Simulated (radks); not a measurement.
Spherical quantum dot in the effective-mass picture: electrons in a parabolic well V = omega^2 r^2 / 2 with omega = 3, all in effective atomic units (hartree* = m*/eps^2 hartree, bohr* = eps/m* bohr), one dielectric constant everywhere. Calculated with a radial shooting solver with Libxc functionals: non-relativistic Kohn-Sham, LDA (Slater exchange, Perdew-Wang correlation), spin-polarised, spherical densities. Levels are named by radial order and angular momentum (1s, 1p, 1d, 2s, ...), and open shells are averaged over m. At N = 29 the configuration is 1s2 1p6 1d10 2s2 1f(up 7, down 2). Does electron 30 go into 2p down or 2p up or 1f down?

Answer. Into 1f down. The total energies of the other choices lie higher by 0.284 hartree* (2p up), 0.350 hartree* (2p down).
